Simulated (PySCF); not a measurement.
Job file and geometry (Å, from GFN2-xTB) of an NMR shielding run on `CC[Si@@H]1[SiH2][SiH2][Si@@H](F)[SiH2]1`, C2H13FSi5, GIAO PBE0/pcSseg-1 NMR shielding, non-relativistic, gas phase (PySCF 2.14.0, density-fitted response routines); density fitting, a coarse starting grid and PySCF grid level 2 are the driver's defaults:

```
$ OMP_NUM_THREADS=1 python probes_run.py task.json out

{"job": {"kind": "nmr", "xc": "PBE0", "basis": "pcSseg-1"}, "charge": 0, "multiplicity": 1}
C      1.842553    -1.000849    -1.058159
C      2.346028     0.146601    -0.194335
Si     0.919122     1.022332     0.733946
Si    -0.213394    -0.594996     2.011408
Si    -2.020102    -1.299555     0.700375
Si    -2.437028     0.442781    -0.796244
F     -3.624647     1.323982    -0.105666
Si    -0.578418     1.856265    -0.874421
H      1.331862    -1.747620    -0.451188
H      2.665541    -1.493503    -1.574066
H      1.143933    -0.638863    -1.811555
H      2.875999     0.861444    -0.825598
H      3.078527    -0.238620     0.516451
H      1.580364     2.076317     1.528214
H      0.643821    -1.711808     2.435858
H     -0.677377    -0.018161     3.281054
H     -3.195505    -1.718438     1.472417
H     -1.654931    -2.504313    -0.063446
H     -3.096727     0.117361    -2.062644
H      0.002624     1.878162    -2.226688
H     -0.941167     3.258422    -0.636183
```

Q: Write the output of this run.

A: 
```
coarse grid: 19440 points
cycle   1  E = -1630.4059852554  dE =  2.960e-01  |g| = 6.366e-01  |ddm| = 4.121e+00
cycle   2  E = -1630.3067287980  dE =  9.926e-02  |g| = 1.008e+00  |ddm| = 1.614e+00
cycle   3  E = -1630.4845355102  dE = -1.778e-01  |g| = 7.182e-02  |ddm| = 1.061e+00
cycle   4  E = -1630.4852273784  dE = -6.919e-04  |g| = 3.709e-02  |ddm| = 9.059e-02
cycle   5  E = -1630.4855486568  dE = -3.213e-04  |g| = 5.989e-03  |ddm| = 4.009e-02
cycle   6  E = -1630.4855574771  dE = -8.820e-06  |g| = 2.058e-03  |ddm| = 1.098e-02
final grid: 163488 points
cycle   7  E = -1630.5336641538  dE = -2.715e-05  |g| = 7.280e-03  |ddm| = 2.695e-02
cycle   8  E = -1630.5336540442  dE =  1.011e-05  |g| = 9.366e-03  |ddm| = 1.709e-02
cycle   9  E = -1630.5336776560  dE = -2.361e-05  |g| = 5.212e-04  |ddm| = 1.017e-02
cycle  10  E = -1630.5336776992  dE = -4.322e-08  |g| = 2.014e-04  |ddm| = 8.090e-04
cycle  11  E = -1630.5336777069  dE = -7.708e-09  |g| = 4.573e-05  |ddm| = 2.487e-04
cycle  12  E = -1630.5336777072  dE = -2.697e-10  |g| = 1.678e-05  |ddm| = 5.773e-05
converged SCF energy = -1630.5336777072

GIAO shielding tensors (ppm)
atom      isotropic    diamagn.    paramagn.     s11        s22        s33       span
  0 C      173.077     250.509     -77.432    164.912    168.711    185.609     20.697
  1 C      178.495     252.154     -73.659    175.492    179.296    180.697      5.205
  2 Si     415.599     881.634    -466.036    382.215    417.209    447.372     65.157
  3 Si     470.422     881.460    -411.038    442.799    476.893    491.573     48.774
  4 Si     470.847     881.190    -410.343    445.574    475.352    491.614     46.039
  5 Si     300.237     876.162    -575.926    196.187    295.798    408.725    212.538
  6 F      429.171     463.316     -34.145    338.877    468.464    480.172    141.295
  7 Si     471.320     881.853    -410.533    449.855    459.792    504.314     54.459
  8 H       31.233      32.621      -1.388     26.027     32.057     35.616      9.589
  9 H       30.341      29.007       1.334     24.818     27.145     39.062     14.244
 10 H       31.349      32.689      -1.340     26.657     31.887     35.503      8.846
 11 H       30.843      30.757       0.086     26.253     28.118     38.158     11.904
 12 H       30.775      30.724       0.050     26.243     28.020     38.060     11.817
 13 H       27.227      30.433      -3.207     23.710     24.203     33.767     10.057
 14 H       28.183      30.117      -1.935     24.502     25.619     34.428      9.927
 15 H       28.052      29.972      -1.920     24.250     25.071     34.835     10.585
 16 H       27.951      29.111      -1.160     23.871     24.864     35.119     11.248
 17 H       28.477      29.916      -1.439     24.980     26.285     34.165      9.185
 18 H       25.063      27.979      -2.915     22.072     24.006     29.112      7.039
 19 H       28.386      30.285      -1.899     24.453     26.542     34.162      9.709
 20 H       28.083      29.715      -1.632     24.282     25.033     34.934     10.653
```

Q: Turn these shieldings into chemical shifts. References, each an isolated molecule treated in the same way: 13C (186.93 ppm), 29Si (349.16 ppm), 1H (31.72 ppm) against TMS; 19F (170.95 ppm) vs CFCl3.

A: Averaging equivalent atoms: C 0: 13.8; C 1: 8.4; Si 5: 48.9; Si 2: -66.4; Si 3: -121.3; Si 4: -121.7; Si 7: -122.2; F 6: -258.2; H 18: 6.65; H 13: 4.49; H 16: 3.77; H 15: 3.66; H 20: 3.63; H 14: 3.53; H 19: 3.33; H 17: 3.24; H 12: 0.94; H 11: 0.87; H 8/9/10: 0.74 ppm. Unscaled 19F shifts against computed CFCl3 carry errors that often reach 10 to 50 ppm.

Size and cost of the density-fitted run: 236 basis functions, 63 s wall time on 1 thread of an Arm Neoverse V1, shared host; peak memory 1.1 GiB.
